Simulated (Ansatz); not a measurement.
Isolated molecules relaxed with PBE0-D4/def2-TZVP in Ansatz; ΔE leaves out vibrations. CBS: MP2 limit from def2 TZ/QZ plus the TZ coupled-cluster correction, frozen cores. This one scheme is used for every species. DFT in def2-TZVPP. B3LYP here is the variant with VWN-RPA as its local correlation; programs differ in this. One conformer a species, not always the lowest.

Consider the formal exchange of groups at a B–C bond: `CBN(C)[SiH3]` + SiH₄ → `CN([SiH3])B[SiH3]` + CH₄.

Is it downhill or uphill in electronic energy at CCSD(T)/CBS, and by how much? (Estimate.)

The calculation gave: Uphill: ΔE = +12.9 kJ/mol.

What do these levels give: PBE-D4, r2SCAN-D4, B3LYP-D4, ωB97X-V, ωB97M-V, r2SCAN, PBE0, HF/def2-TZVPP, CCSD/def2-TZVPP, CCSD(T)/def2-TZVPP, MP2/def2-QZVPP, CCSD/CBS(def2)? (An estimate is asked.)

Ansatz gave: PBE-D4 4.5, r2SCAN-D4 11.1, B3LYP-D4 12.1, ωB97X-V 14.0, ωB97M-V 16.8, r2SCAN 11.7, PBE0 11.2, HF/def2-TZVPP 26.8, CCSD/def2-TZVPP 16.2, CCSD(T)/def2-TZVPP 13.8, MP2/def2-QZVPP 17.1, CCSD/CBS(def2) 15.3 kJ/mol.

Largest T1 diagnostic among the species: 0.013.

From PBE to PBE0 (25 % exact exchange), in def2-TZVPP and without D4, ΔE moves by +3.8 kJ/mol. The D4 term adds −4.8 kJ/mol with B3LYP and −2.7 kJ/mol with PBE0; it sums over pairs of atoms, weighted by their polarisabilities, and B3LYP, whose exchange is more repulsive, gets the larger term. In def2-TZVPP, CCSD(T) changes the Hartree–Fock value by −13.0 kJ/mol (the triples alone add −2.4 kJ/mol) and MP2 by −9.4 kJ/mol.
